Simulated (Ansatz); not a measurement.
Basis-set extrapolation for C$_{2}$H$_{7}$BO$_{2}$S (`CCSB(O)O`) (PBE0-D4/def2-TZVP geometry, frozen core, the Gaussian-basis code of Ansatz). Multiplicity 1, RHF reference.

|  | def2-TZVPP | def2-QZVPP |
| --- | --- | --- |
| HF | -652.019339 | -652.042525 |
| MP2 correlation | -1.102339 | -1.186127 |
| CCSD(T) correlation | -1.191894 | not run |

Energies in hartree. Use E(X) = E(∞) + A·exp(−7.88·√X) for Hartree–Fock and E(X) = E(∞) + B·X^(−2.97) for correlation, with X = 3 and 4, and add CCSD(T) minus MP2 of the smaller set to the MP2 limit.

**Question.** What is the CCSD(T) energy at the basis-set limit?

**Answer.** HF limit: -652.042525 + (-0.023186) × 0.13774 = -652.04572. MP2 limit: -1.186127 + (-0.083788) × 0.74074 = -1.24819. Higher-order term: -1.191894 − (-1.102339) = -0.08956. Total: -653.38347 hartree, 4.69 eV below CCSD(T)/def2-TZVPP.
